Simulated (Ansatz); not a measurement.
System: C₂H₇GaO₂, charge 0, multiplicity 1. SMILES: C[O][GaH][O]C
Coordinates optimised at B3LYP-D3(BJ)/def2-TZVP (Ansatz, a first-principles code):
```
O
C 1 1.4138
H 2 1.0942 1 109.74
H 2 1.0942 3 108.18 1 119.70
H 2 1.0972 3 107.91 4 116.51
Ga 1 1.7909 2 124.39 3 -120.63
O 6 1.7792 1 112.98 2 180.00
C 7 1.4202 6 123.48 1 0.00
H 8 1.0934 7 112.80 6 0.00
H 8 1.0938 9 108.52 7 121.30
H 8 1.0938 9 108.52 10 117.41
H 6 1.5465 7 122.43 8 180.00
```

Wanted: vertical triplet-singlet gap (E(triplet) - E(singlet); each state is the SCF solution reached for its spin), in kcal/mol. Cores are frozen in the correlated levels unless marked. UHF or UKS for open shells. Spin-orbit coupling is left out. The frozen core is the preceding noble-gas configuration, with the filled d and f shells of earlier blocks. No relativistic terms. CBS(X,Y): correlation extrapolated as X^-3; Hartree-Fock from the larger set. [CCSD(T)-MP2]/basis is that difference in the basis named.

```json
[
 {"level": "PBE/def2-TZVPD", "program": "Ansatz", "vertical triplet-singlet gap (kcal/mol)": "112.5"},
 {"level": "r2SCAN/def2-TZVPD", "program": "Ansatz", "vertical triplet-singlet gap (kcal/mol)": "[?]"},
 {"level": "B3LYP/def2-TZVPD", "program": "Ansatz", "vertical triplet-singlet gap (kcal/mol)": "122.7"},
 {"level": "PBE0/def2-TZVPD", "program": "Ansatz", "vertical triplet-singlet gap (kcal/mol)": "123.5"},
 {"level": "BHLYP/def2-TZVPD", "program": "Ansatz", "vertical triplet-singlet gap (kcal/mol)": "[?]"},
 {"level": "CAM-B3LYP/def2-TZVPD", "program": "Ansatz", "vertical triplet-singlet gap (kcal/mol)": "[?]"},
 {"level": "wB97M-V/def2-TZVPD", "program": "Ansatz", "vertical triplet-singlet gap (kcal/mol)": "137.4"},
 {"level": "wB97X-V/def2-TZVPD", "program": "Ansatz", "vertical triplet-singlet gap (kcal/mol)": "138.9"},
 {"level": "B2PLYP/def2-TZVPD", "program": "Ansatz", "vertical triplet-singlet gap (kcal/mol)": "[?]"},
 {"level": "SCS-MP2/aug-cc-pVDZ", "program": "Ansatz", "vertical triplet-singlet gap (kcal/mol)": "151.1"},
 {"level": "CCSD/aug-cc-pVDZ", "program": "Ansatz", "vertical triplet-singlet gap (kcal/mol)": "139.8"},
 {"level": "CCSD/aug-cc-pVTZ", "program": "Ansatz", "vertical triplet-singlet gap (kcal/mol)": "141.0"},
 {"level": "RI-MP2/CBS(aug-cc-pVTZ,aug-cc-pVQZ)+[CCSD(T)-MP2]/aug-cc-pVTZ", "program": "Ansatz", "vertical triplet-singlet gap (kcal/mol)": "143.6"}
]
```

Problem. Complete the blanks.

Solution. 
- r2SCAN/def2-TZVPD, vertical triplet-singlet gap (kcal/mol): 114.3
- BHLYP/def2-TZVPD, vertical triplet-singlet gap (kcal/mol): 133.6
- CAM-B3LYP/def2-TZVPD, vertical triplet-singlet gap (kcal/mol): 132.0
- B2PLYP/def2-TZVPD, vertical triplet-singlet gap (kcal/mol): 139.2
